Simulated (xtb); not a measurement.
tert-butylarsine (C4H11As), singlet, geometry from GFN2-xTB; GFN1-xTB (xtb).

Here is a job for xtb.
```
$ xtb mol.xyz --gfn 1 --ohess --json

# file mol.xyz
16

C     -0.83316122     1.27658107     1.24304788
C     -0.73344256     0.02351481     0.38238815
C     -0.87008621    -1.21851579     1.25927285
C     -1.83703839     0.03118536    -0.67224718
As     1.04249619    -0.07969482    -0.57345441
H     -1.79691596     1.31804641     1.75234834
H     -0.73318524     2.17315849     0.63040051
H     -0.04778167     1.28733430     1.99951757
H     -0.79786018    -2.12403746     0.65387815
H     -1.83096123    -1.22802419     1.77463380
H     -0.07828299    -1.24420087     2.00985401
H     -1.77479274    -0.86143756    -1.29757801
H     -1.74317674     0.90752870    -1.31582814
H     -2.82219543     0.05305933    -0.20539039
H      1.02361566     1.36449750    -0.99321368
H      1.84153244     0.30741159     0.64060304
```

### Question
Predict the main parts of the log of this xtb run.

### Answer

```
   ID    Z sym.   atoms
    1    6 C      1-4
    2   33 As     5
    3    1 H      6-16

           -------------------------------------------------
          |                Calculation Setup                |
           -------------------------------------------------

           -------------------------------------------------
          |                 G F N 1 - x T B                 |
           -------------------------------------------------

          ...................................................
          :                      SETUP                      :
          :.................................................:
          :  # basis functions                  48          :
          :  # atomic orbitals                  47          :
          :  # shells                           33          :
          :  # electrons                        32          :
          :  # halogen bonds                     0          :
          :  max. iterations                   250          :
          :  Hamiltonian                  GFN1-xTB          :
          :  restarted?                      false          :
          :  GBSA solvation                  false          :
          :  PC potential                    false          :
          :  electronic temp.          300.0000000     K    :
          :  accuracy                    1.0000000          :
          :  -> integral cutoff          0.2500000E+02      :
          :  -> integral neglect         0.1000000E-07      :
          :  -> SCF convergence          0.1000000E-05 Eh   :
          :  -> wf. convergence          0.2000000E-04 e    :
          :  Broyden damping             0.4000000          :
          :  net charge                          0          :
          :  unpaired electrons                  0          :
          ...................................................

 iter      E             dE          RMSdq      gap      omega  full diag
   1    -16.8818260 -0.168818E+02  0.711E+00    5.37       0.0  T
   2    -16.8910249 -0.919892E-02  0.441E+00    5.29       1.0  T
   3    -16.5496365  0.341388E+00  0.362E+00    5.25       1.0  T
   4    -16.9530140 -0.403378E+00  0.328E-01    5.51       1.0  T
   5    -16.9540459 -0.103190E-02  0.137E-01    5.48       1.0  T
   6    -16.9544332 -0.387365E-03  0.246E-02    5.49       1.0  T
   7    -16.9544501 -0.169235E-04  0.105E-02    5.49       2.4  T
   8    -16.9544534 -0.325844E-05  0.360E-03    5.49       7.0  T
   9    -16.9544539 -0.523210E-06  0.102E-04    5.49     244.7  T
  10    -16.9544539 -0.455696E-09  0.282E-05    5.49     886.6  T

   *** convergence criteria satisfied after 10 iterations ***

         :::::::::::::::::::::::::::::::::::::::::::::::::::::
         ::                     SUMMARY                     ::
         :::::::::::::::::::::::::::::::::::::::::::::::::::::
         :: total energy             -16.760581784404 Eh    ::
         :: gradient norm              0.009900952512 Eh/a0 ::
         :: HOMO-LUMO gap              5.488333238790 eV    ::
         ::.................................................::
         :: SCC energy               -16.954453929751 Eh    ::
         :: -> electrostatic           0.002566591732 Eh    ::
         :: repulsion energy           0.200498196166 Eh    ::
         :: dispersion energy         -0.006626050820 Eh    ::
         :: halogen bond corr.         0.000000000000 Eh    ::
         :: add. restraining           0.000000000000 Eh    ::
         :: total charge              -0.000000000000 e     ::
         :::::::::::::::::::::::::::::::::::::::::::::::::::::

      -----------------------------------------------------------
     |                   =====================                   |
     |                        A N C O P T                        |
     |                   =====================                   |
     |               Approximate Normal Coordinate               |
[...]
 * total energy  :   -16.7605818 Eh     change       -0.3356604E-10 Eh
 * total energy  :   -16.7606525 Eh     change       -0.7066988E-04 Eh
 * total energy  :   -16.7607755 Eh     change       -0.1230843E-03 Eh
 * total energy  :   -16.7607534 Eh     change        0.2209365E-04 Eh
 * total energy  :   -16.7607805 Eh     change       -0.2708387E-04 Eh
 * total energy  :   -16.7607833 Eh     change       -0.2725484E-05 Eh
   *** GEOMETRY OPTIMIZATION CONVERGED AFTER 6 ITERATIONS ***
         :: total energy             -16.760783254361 Eh    ::
[...]
  41:  0.00  42:  0.00  43:  0.00  44:  0.00  45:  0.00  46:  0.00  47:  0.00  48:  0.00
 output can be read by thermo (or use thermo option).
 writing <g98.out> molden fake output.
 recommended (thermochemical) frequency scaling factor: 1.0
           -------------------------------------------------
          |             Thermodynamic Functions             |
           -------------------------------------------------

cs  symmetry found (for desy threshold:  0.10E+00) used in thermo

          ...................................................
          :                      SETUP                      :
          :.................................................:
          :  # frequencies                          42      :
          :  # imaginary freq.                       0      :
          :  linear?                             false      :
          :  only rotor calc.                    false      :
          :  symmetry                               cs      :
          :  rotational number                       1      :
          :  scaling factor                  1.0000000      :
          :  rotor cutoff                   50.0000000 cm⁻¹ :
          :  imag. cutoff                  -20.0000000 cm⁻¹ :
          :.................................................:

    mode    ω/cm⁻¹     T·S(HO)/kcal·mol⁻¹    T·S(FR)/kcal·mol⁻¹   T·S(vib)
   ------------------------------------------------------------------------
       1    128.98    -0.88287 ( 97.79%)    -0.77563 (  2.21%)    -0.88050
       2    206.42    -0.61870 ( 99.66%)    -0.63640 (  0.34%)    -0.61876
       3    220.13    -0.58377 ( 99.73%)    -0.61735 (  0.27%)    -0.58386
       4    222.52    -0.57795 ( 99.75%)    -0.61415 (  0.25%)    -0.57804
       5    242.21    -0.53267 ( 99.82%)    -0.58904 (  0.18%)    -0.53277
       6    250.92    -0.51403 ( 99.84%)    -0.57858 (  0.16%)    -0.51414
       7    286.03    -0.44643 ( 99.91%)    -0.53980 (  0.09%)    -0.44652
   ------------------------------------------------------------------------

   temp. (K)  partition function   enthalpy   heat capacity  entropy
                                   cal/mol     cal/K/mol   cal/K/mol   J/K/mol
 298.15  VIB   39.3                 3245.922     22.604     18.176
         ROT  0.211E+06              888.752      2.981     27.341
         INT  0.828E+07             4134.674     25.585     45.517
         TR   0.150E+28             1481.254      4.968     40.573
         TOT                        5615.9281    30.5528    86.0901   360.2008

       T/K    H(0)-H(T)+PV         H(T)/Eh          T*S/Eh         G(T)/Eh
   ------------------------------------------------------------------------
    298.15    0.894955E-02    0.144187E+00    0.409042E-01    0.103283E+00
   ------------------------------------------------------------------------

         :::::::::::::::::::::::::::::::::::::::::::::::::::::
         ::                  THERMODYNAMIC                  ::
         :::::::::::::::::::::::::::::::::::::::::::::::::::::
         :: total free energy         -16.657500016106 Eh   ::
         ::.................................................::
         :: total energy              -16.760783254361 Eh   ::
         :: zero point energy           0.135237848378 Eh   ::
         :: G(RRHO) w/o ZPVE           -0.031954610123 Eh   ::
         :: G(RRHO) contrib.            0.103283238255 Eh   ::
         :::::::::::::::::::::::::::::::::::::::::::::::::::::

optimized geometry written to: xtbopt.xyz

           -------------------------------------------------
          | TOTAL ENERGY              -16.760783254361 Eh   |
          | TOTAL ENTHALPY            -16.616595854958 Eh   |
          | TOTAL FREE ENERGY         -16.657500016106 Eh   |
          | GRADIENT NORM               0.000461356206 Eh/α |
          | HOMO-LUMO GAP               5.555028290040 eV   |
           -------------------------------------------------

normal termination of xtb
```
